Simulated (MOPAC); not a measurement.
MOPAC input (PM6):

```
PM6 FORCE THERMO(298,298) PRECISE LET CHARGE=-1 GEO-OK AUX(PRECISION=9) THREADS=1
CH3OS

C    -1.43858298 1    0.30583094 1    0.07471900 1
S     0.22664952 1   -0.48788153 1   -0.16048230 1
O     1.29072276 1    0.59014928 1    0.22535558 1
H    -1.54305994 1    0.61106701 1    1.11071716 1
H    -2.18822361 1   -0.42956563 1   -0.18895663 1
H    -1.50958541 1    1.17829894 1   -0.56645451 1
```

Task: Which zero-point energy does it print?

Result: 22.43 kcal/mol, from the harmonic wavenumbers of PM6.
